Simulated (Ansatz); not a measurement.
Compare A (`C[Si]1([SeH])CO1`) with its isomer B (`C[SiH2][Se]C=O`).

Isolated molecules relaxed with PBE0-D4/def2-TZVP in Ansatz; ΔE leaves out vibrations. CCSD(T)/CBS adds triple-zeta CCSD(T) − MP2 to the extrapolated MP2 energy (def2 sets, frozen cores). DFT in def2-TZVPP. B3LYP here is the variant with VWN-RPA as its local correlation; programs differ in this. For Se outer-core shells are correlated without core-valence functions, which leaves a few kJ/mol of doubt a bond. Scalar relativity is left out up to krypton. One conformer a species, not always the lowest.

Q: Which is lower in electronic energy at CCSD(T)/CBS, and by how much? (An estimate is asked.)

A: The calculation gave: A, by 7.6 kcal/mol.

Q: Give E(B) − E(A) in kcal/mol with HF/def2-TZVPP, CCSD(T)/def2-TZVPP, MP2/def2-TZVPP, CCSD/def2-TZVPP, PBE0-D4, PBE-D4, B3LYP-D4. (An estimate is asked.)

A: Computed: HF/def2-TZVPP 3.1, CCSD(T)/def2-TZVPP 6.4, MP2/def2-TZVPP 7.9, CCSD/def2-TZVPP 7.2, PBE0-D4 6.6, PBE-D4 3.3, B3LYP-D4 3.3. None reverses the order clearly.

Largest T1 diagnostic: 0.014.

In def2-TZVPP, CCSD(T) changes the Hartree–Fock value by +3.3 kcal/mol (the triples alone add −0.8 kcal/mol) and MP2 by +4.8 kcal/mol. From PBE to PBE0 (25 % exact exchange), in def2-TZVPP and without D4, E(B) − E(A) moves by +3.2 kcal/mol.
